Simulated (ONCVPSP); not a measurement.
# Cutoff test, iron, ONCV

iron (Fe), optimised norm-conserving Vanderbilt (ONCV), made with ONCVPSP 4.0.1 (LDA (Perdew-Zunger), scalar-relativistic). Core [Ne], reference 3s2 3p6 3d5 (charge +3). Waves: 3s: rc 0.85 bohr, ncon 4, nbas 8, qcut 6.9 1/bohr, 2 projectors, debl 1.1 Ha; 3p: rc 1.30 bohr, ncon 5, nbas 9, qcut 10.5 1/bohr, 2 projectors, debl 0.8 Ha; 3d: rc 1.45 bohr, ncon 4, nbas 8, qcut 8.9 1/bohr, 2 projectors, debl 2.4 Ha. Local part: polynomial inside 0.80 bohr (lpopt 5, dvloc0 6 Ha). Core correction: Teter function, fcfact 2.75, rcfact 1.35.

In the s channel the program set the typed energies aside and used -4.803, 0.250 Ha. In the p channel the program set the typed energies aside and used -3.561, 0.250 Ha.

Q: For each optimised wave give the share of its norm inside rc, the residual kinetic energy above qcut (Ha) and the cutoffs (Ha) for errors of 10, 1, 0.1 and 0.01 mHa per electron.

A:

```csv
wave,norm inside rc,residual KE,10 mHa,1 mHa,0.1 mHa,0.01 mHa
3s,0.609,6.1e-02,116.1,231.2,269.3,423.5
s projector 2,0.013,4.9e-03,18.3,36.5,130.8,300.5
3p,0.902,2.8e-07,26.6,34.0,40.5,45.8
p projector 2,0.026,8.3e-08,18.5,26.9,34.1,40.4
3d,0.840,6.3e-04,32.5,38.7,101.1,126.9
d projector 2,0.049,7.7e-04,31.1,38.8,86.0,140.7
```

The occupied waves need 231 Ha and 269 Ha for 1 and 0.1 mHa.
